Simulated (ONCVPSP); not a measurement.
**Os: one change to an ONCV potential, before and after**

```
Element                 : osmium (Os)
Generator               : ONCVPSP 4.0.1
Type                    : optimised norm-conserving Vanderbilt (ONCV)
Functional              : LDA (Perdew-Wang 92)
Relativity              : scalar-relativistic
Frozen core             : [Kr] 4d10 4f14 5s2
Valence charge          : 14
Reference configuration : 5p6 5d6 6s2
Partial waves           : 6s: rc 1.95 bohr, ncon 3, nbas 6, qcut 2.7 1/bohr, 3 projectors, debl 2.5 Ha; 5p: rc 1.10 bohr, ncon 3, nbas 6, qcut 7.2 1/bohr, 1 projector; 5d: rc 1.50 bohr, ncon 4, nbas 7, qcut 6.5 1/bohr, 2 projectors, debl 2.7 Ha
Local potential         : polynomial inside 0.85 bohr (lpopt 5, dvloc0 6 Ha)
Core correction         : polynomial model core, fcfact 0.45
```

Change: all radii but the core radius scaled by about 0.91 (s 1.76, p 1.00, d 1.36 bohr); local potential polynomial inside 0.76 bohr (lpopt 5, dvloc0 6 Ha).

Cutoffs: the cutoffs (Ha) at which the residual kinetic energy of the hardest occupied pseudo-wave falls to 1 and 0.1 mHa per electron; they do not see the model core or the augmentation charge, which bear on the density cutoff. Errors are all-electron minus pseudo energies relative to the spin-unpolarised reference configuration.

Task: How do hardness, ghosts and transferability respond?

Result: The potential gets neither clearly harder nor softer (76 Ha and 127 Ha → 84 Ha and 112 Ha); the bound ghosts move from s to p, s; the lowest positive-energy flag moves from p at 59.5 eV to none; the number of tests with a reliable result goes from 4 to 3; of the 3 tests that both files solve, the error grows in 1 and shrinks in 2 by more than 15 % and 0.3 meV (median size 10.4 → 16.2 meV).

| quantity | base | changed |
| --- | --- | --- |
| cutoff, loose | 76 Ha | 84 Ha |
| cutoff, tight | 127 Ha | 112 Ha |
| loose cutoff by channel | s 7.2 Ha, p 76 Ha, d 16 Ha | s 34 Ha, p 84 Ha, d 16 Ha |
| bound ghosts | s | s, p |
| GHOST(+) flags under 300 eV | p at 59.5 eV, s at 268.2 eV | none |
| tests with a reliable result | 4 of 4 | 3 of 4 |
| error for 5p6 5d6 6s1, meV [ΔE 9.86 eV] | -10 | -7.3 |
| error for 5p6 5d6 6s0, meV [ΔE 27.13 eV] | -40 | -25 |
| error for 5p6 5d5 6s0, meV [ΔE 56.29 eV] | -8.2 | -16 |
| rms error of d²Exc/dni dnj with the model core, mHa | 0.52 | 0.54 |

 A true bound ghost makes a file unfit for plane-wave use even where its test errors are small: the radial tests pick states by their node count and pass the ghost by.
